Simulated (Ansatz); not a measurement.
Relaxation of C$_{3}$H$_{8}$FNSi (14 atoms, charge 0, multiplicity 1), to a largest force component of 0.015 eV/Å in at most 40 steps.

The calculation used Ansatz 0.2.0, RKS B3LYP/def2-SVP.

```xyz
14
Properties=species:S:1:pos:R:3
C -1.486 -0.381 -1.618
C -0.506 0.350 -0.747
Si -0.186 -0.511 0.878
F 0.702 0.465 1.867
C -2.218 0.119 1.915
N -1.470 -1.070 1.748
H -2.479 -0.405 -1.124
H -1.637 0.248 -2.563
H -1.214 -1.332 -1.858
H -0.840 1.375 -0.513
H 0.427 0.438 -1.284
H -2.747 0.479 1.052
H -1.806 0.881 2.475
H -1.166 -1.481 2.644
```

Problem. Where does it end, and by what steps?

Solution. It converged. After 19 steps the energy has fallen by 2.657 eV; Si3 moved furthest, 0.87 Å. Joined: Si3–C5.

```
step  energy less start (eV)  largest force component (eV/Å)  accepted
   0                  0.0000                           4.103       yes
   1                 -0.7083                           2.222       yes
   2                 -0.8584                           3.212       yes
   3                 -1.0305                           0.579       yes
   4                 -1.1226                           1.314       yes
   5                 -1.4704                           2.109       yes
   6                 -2.0945                           1.884       yes
   7                 -2.3636                           2.313       yes
   8                 -2.5408                           1.048       yes
   9                 -2.5960                           0.594       yes
  10                 -2.6195                           0.238       yes
  11                 -2.6351                           0.312       yes
  12                 -2.6083                           0.424        no
  13                 -2.6461                           0.074       yes
  14                 -2.6503                           0.138       yes
  15                 -2.6532                           0.090       yes
  16                 -2.6556                           0.055       yes
  17                 -2.6562                           0.063       yes
  18                 -2.6565                           0.035       yes
  19                 -2.6567                           0.013       yes
```

```xyz
14
Properties=species:S:1:pos:R:3
C -1.545 -0.264 -1.681
C -0.393 0.371 -0.891
Si -0.580 0.260 0.963
F 0.724 0.986 1.630
C -2.086 0.121 2.020
N -1.261 -1.100 1.702
H -2.501 0.247 -1.483
H -1.361 -0.212 -2.766
H -1.680 -1.322 -1.408
H -0.266 1.436 -1.154
H 0.570 -0.108 -1.143
H -3.129 0.093 1.668
H -2.013 0.514 3.047
H -1.103 -1.849 2.366
```

Whether the end is a true minimum wasn't checked by a vibrational analysis.

Time of the run: 85 s on 2 threads of Arm Neoverse V1 (shared host), peak memory 0.33 GiB.
